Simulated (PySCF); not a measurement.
## Correlation energy of In (indium, neutral)

[Kr] 4d10 5s2 6s1, 2S determinant (an excited configuration). Computed with PySCF 2.14 in aug-cc-pwCVTZ-PP with ECP28MDF, with a scalar-relativistic core potential. Frozen: 4s2 4p6 4d10; 3 electrons correlated.

```
  level  correlation energy (mhartree)
   CCSD                         -38.89
    (T)                          -0.67
CCSD(T)                         -39.56
```

Diagnostics: T1 = 0.017, D1 = 0.0424, largest double amplitude 0.082.

Q: Is a single reference adequate?

A: Mostly. T1 lies below 0.03, but a double amplitude of this size points to a near-degeneracy that CCSD handles and MP2 describes poorly.
